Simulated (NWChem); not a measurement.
A series in which one site is exchanged, each optimised at PBE0/def2-SVP with NWChem, gas phase unless a solvent is named. This build's default masses of Se (78.918 u) and Br (79.917 u) are each other's, which moves their modes by up to 0.6 %. Some are not confirmed as minima by frequencies. def2 effective core potentials on I; no spin-orbit coupling.

A: F/C=C(\F)Br (C2HBrF2; site = Br)
B: F/C=C\F (C$_{2}$H$_{2}$F$_{2}$; site = H)
C: F/C(I)=C\F (C2HF2I; site = I)
D: C(=C(/F)Cl)/F (C$_{2}$HClF$_{2}$; site = Cl)

Values for A:

* **dipole (D), PBE0/def2-SVP**: 1.51
* **orbital gap (eV), PBE0/def2-SVP**: 7.29
* **static polarisability, PBE/def2-SVPD (bohr³)**: 50.2
* **lowest singlet excitation, PBE/def2-SVPD, TDA (eV)**: 4.90

Task: How do these values change for the other members?

Result: 
| change from A | B | C | D |
|---|---|---|---|
| dipole (D), PBE0/def2-SVP | +0.70 | +0.21 | -0.07 |
| orbital gap (eV), PBE0/def2-SVP | +0.69 | -1.34 | +0.23 |
| static polarisability, PBE/def2-SVPD (bohr³) | -21.5 | +13.0 | -7.5 |
| lowest singlet excitation, PBE/def2-SVPD, TDA (eV) | +1.28 | -0.89 | +0.73 |
